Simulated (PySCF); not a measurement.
# What settings do to a single point of Gd(SH)3

The sound run of Gd(SH)3 (singlet in the valence; each metal's 4f electrons, 7 of them, lie in its core potential, out of spins and levels) uses PySCF 2.14.0, RKS PBE, Gd lcecp-1-SVP with ECP53, S def2-SVP, H def2-SVP; non-relativistic Hamiltonian with scalar-relativistic core potentials where named; density fitting; no spin-orbit coupling, grid (50, 194), threshold 1e-8 Eh and 55 cycles, at the relaxed geometry:

```xyz
7

Gd    0.0000    0.0000    0.7985
S     2.5689   -0.4044    1.0029
H     2.8524    0.9317    1.0384
S    -0.9342    2.4269    1.0029
H    -2.2331    2.0044    1.0384
S    -1.6347   -2.0225    1.0029
H    -0.6193   -2.9361    1.0384
```

There Gd1 has a Mulliken charge of 0.68 e and the dipole about the centre of mass is 1.10 D. Each run below changes one thing and starts from free metal ions and neutral atoms unless it says otherwise; with 55 cycles, smearing, a level shift and second-order steps follow where DIIS fails, and their cycles count. Energy shifts count from the sound run. On f atoms grids over 110 angular points are at least (60, 302).

```
                                          change    outcome  cycles  energy shift (eV)  largest force component (eV/Å)  charge on Gd1 (e)  dipole about the centre of mass (D)
                                threshold 0.0001  converged       7             0.0000                            0.01               0.69                                 1.10
                                  grid (40, 110)  converged       9             0.0164                            0.10               0.68                                 1.10
charge changed by +1, spin kept, limit 91 cycles    refused       –                  –                               –                  –                                    –
```

Question: How does the run with this change end: start from a density of up to 30 smeared cycles (not counted)?

Answer: outcome converged, cycles 8, energy shift (eV) 0.0000, largest force component (eV/Å) 0.01, charge on Gd1 (e) 0.68, dipole about the centre of mass (D) 1.10.

Forces carry noise of the integration grid, about 0.01 to 0.03 eV/Å.

An lcecp potential fixes the number of 4f electrons, so in runs with it no electron can move into or out of that shell.
